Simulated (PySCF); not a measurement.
Field gradients at the hydrogen positions

Species: C₇H₉FSi.
Structure used (GFN2-xTB), in Å, numbered top down from 1:
```
atom  x, y, z in Å
C1     4.196   -0.160    0.444
C2     3.036   -0.464    0.349
Si3    1.268   -0.941    0.237
C4     0.088    0.446   -0.335
C5    -1.304    0.616    0.127
C6    -1.860    1.822    0.161
C7    -2.048   -0.601    0.586
C8     0.466   -0.568   -1.439
F9    -0.534   -1.370   -1.929
H10    5.210    0.111    0.517
H11    0.810   -2.079    1.006
H12    0.561    1.407   -0.525
H13   -2.869    1.968    0.507
H14   -1.335    2.706   -0.160
H15   -1.571   -1.019    1.473
H16   -3.075   -0.348    0.835
H17   -2.057   -1.366   -0.187
H18    1.007   -0.155   -2.286
```

Level: PBE0/pcSseg-1 (PySCF, non-relativistic); Q(2H) = 0.00286 b; rigid geometry, the same for H and D, with no vibrational averaging.

**Question.** Rank these positions by the coupling χzz of a deuteron there, largest first.
A. H16 (methyl hydrogen)
B. H15 (methyl hydrogen)
C. H11 (Si–H hydrogen)
D. H14 (vinylic hydrogen)
E. H10 (alkyne hydrogen)

**Answer.** E (260 kHz), D (227 kHz), A (212 kHz), B (208 kHz), C (117 kHz).

**Question.** Give the electric field gradient Vzz (the principal value of largest size), its asymmetry and the 2H coupling at each hydrogen.

**Answer.** 
```
atom  bonded to  bond length (Å)  Vzz (au)     η  χzz (kHz)
 H10         C1            1.052    0.3872  0.01        260
 H11        Si3            1.448    0.1744  0.07        117
 H12         C4            1.087    0.3149  0.09        212
 H13         C6            1.076    0.3393  0.07        228
 H14         C6            1.077    0.3385  0.07        227
 H15         C7            1.091    0.3094  0.03        208
 H16         C7            1.087    0.3156  0.03        212
 H17         C7            1.088    0.3077  0.02        207
 H18         C8            1.086    0.3115  0.14        209
```

**Question.** Average by the element that carries the hydrogen.

**Answer.** on C: 220 kHz over 8 positions, mean bond length 1.081 Å; on Si: 117 kHz over 1 position, mean bond length 1.448 Å.

**Question.** How does χzz go with the bond length over the 8 C–H bonds?

**Answer.** A straight-line fit has a slope of -14.2 kHz for each 0.01 Å, with a correlation coefficient of -0.99, over lengths from 1.052 to 1.091 Å. The longer bonds have the smaller couplings here.

**Question.** Give the 2H NMR doublet splittings at H16 for a magnetic field along the z, y and x axes of the gradient: 3χ/2, 3χ(1 + η)/4, 3χ(1 − η)/4.

**Answer.** With |χ| = 212.1 kHz and η = 0.034: 318, 164 and 154 kHz, to first order and without motion.

Geometry: GFN2-xTB, one conformer, isolated molecule. GFN2-xTB bond lengths can be off by several hundredths of an ångström, more for odd bonds, and the gradients follow them. With a basis this small, the couplings can be 20 % off.

The run behind these numbers computed NMR shieldings as well. On an Arm Neoverse N1 with one thread, shared host, this took 69 s wall and 0.93 GiB of memory at its peak.
